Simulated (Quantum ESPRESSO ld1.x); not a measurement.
These are the eigenvalues of the occupied orbitals of an atom or ion with whole-number occupations (hartree). Method: scalar-relativistic Kohn-Sham, LDA (Slater exchange, Perdew-Zunger correlation), spin-unpolarised, spherical densities, point nucleus; computed with ld1.x of Quantum ESPRESSO 7.5.

1s: -846.926
2s: -123.982
2p: -111.330
3s: -23.2490
3p: -19.0899
3d: -12.4191
4s: -4.35750
4p: -3.16683
4d: -1.45998

Which element is it, and in what charge state? The configuration may be excited.

Answer. Z = 45, rhodium, charge +3: Rh3+ in [Kr] 4d6. The list shows which subshells hold electrons but not how many an open one holds; the 1s level, -846.93 hartree, gives Z - s = 41.2 by -(Z - s)^2/2, which with screening and relativity narrows Z to a few neighbours, and the depths of the outer levels then fix element, charge and occupations together.
